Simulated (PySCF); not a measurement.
## Partial charges of `C=C[C@H](CF)C(=O)OC`

Species: C6H9FO2.
Cartesian coordinates in Å at the GFN2-xTB level; atoms count from 1:
```xyz
18
C6H9FO2 angstrom
C     -2.399   -1.079    0.096
C     -1.645   -0.045   -0.225
C     -0.513    0.462    0.623
C     -0.616    1.975    0.812
F      0.260    2.390    1.783
C      0.781    0.125   -0.115
O      1.180    0.703   -1.090
O      1.388   -0.918    0.446
C      2.592   -1.357   -0.173
H     -2.255   -1.626    1.013
H     -3.193   -1.422   -0.545
H     -1.790    0.488   -1.154
H     -0.501   -0.038    1.594
H     -1.618    2.262    1.146
H     -0.349    2.501   -0.110
H      3.037   -2.080    0.505
H      3.263   -0.512   -0.334
H      2.371   -1.822   -1.136
```

Density: PBE0/pcSseg-1 (PySCF); schemes: Mulliken, IAO, Hirshfeld and ESP-fitted. The structure is a single GFN2-xTB conformer in the gas phase; no vibrational or solvent corrections.

What partial charge does each atom carry?

In e:

```
atom                    environment  Mulliken     IAO  Hirshfeld  ESP-fitted
  C1           terminal =CH2 carbon    -0.108  -0.306     -0.093      -0.397
  C2               alkene CH carbon    -0.195  -0.136     -0.036      -0.141
  C3  sp3 carbon next to a carbonyl    -0.361  -0.177     -0.045      -0.179
  C4                 sp3 C–F carbon    +0.268  +0.047     +0.024      +0.161
  F5                 alkyl fluorine    -0.339  -0.327     -0.123      -0.268
  C6          ester carbonyl carbon    +0.537  +0.526     +0.214      +0.840
  O7          ester carbonyl oxygen    -0.413  -0.470     -0.254      -0.559
  O8     ester single-bonded oxygen    -0.456  -0.331     -0.095      -0.395
  C9                 methoxy carbon    -0.033  -0.216     -0.034      -0.181
 H10               vinylic hydrogen    +0.117  +0.150     +0.050      +0.179
 H11               vinylic hydrogen    +0.123  +0.158     +0.052      +0.181
 H12               vinylic hydrogen    +0.116  +0.152     +0.049      +0.131
 H13               methine hydrogen    +0.142  +0.162     +0.046      +0.118
 H14             methylene hydrogen    +0.110  +0.142     +0.045      +0.070
 H15             methylene hydrogen    +0.119  +0.153     +0.043      +0.050
 H16                methyl hydrogen    +0.129  +0.165     +0.057      +0.145
 H17                methyl hydrogen    +0.125  +0.157     +0.049      +0.122
 H18                methyl hydrogen    +0.119  +0.152     +0.050      +0.123
```

Mean size of the charges over all atoms: ESP-fitted 0.236 e, IAO 0.218 e, Mulliken 0.212 e, Hirshfeld 0.075 e. Each set sums to the total charge, 0, to within 0.001 e. The Mulliken scheme counts on each atom the diagonal of the density matrix times the overlap matrix over that atom's basis functions.

Lowest charge. The schemes don't all agree: Mulliken O8 (-0.456); IAO O7 (-0.470); Hirshfeld O7 (-0.254); ESP-fitted O7 (-0.559).

Highest charge. All schemes agree: Mulliken C6 (+0.537); IAO C6 (+0.526); Hirshfeld C6 (+0.214); ESP-fitted C6 (+0.840).

How many electrons does the ESP-fitted scheme count on C4?

Z − q = 6 − (+0.161) = 5.839.

How closely do the schemes follow one another over all atoms?

Correlation coefficient and root-mean-square difference: IAO with Hirshfeld 0.97, 0.158 e; IAO with ESP-fitted 0.96, 0.094 e; Hirshfeld with ESP-fitted 0.95, 0.214 e; Mulliken with IAO 0.92, 0.102 e; Mulliken with ESP-fitted 0.91, 0.127 e; Mulliken with Hirshfeld 0.90, 0.173 e.
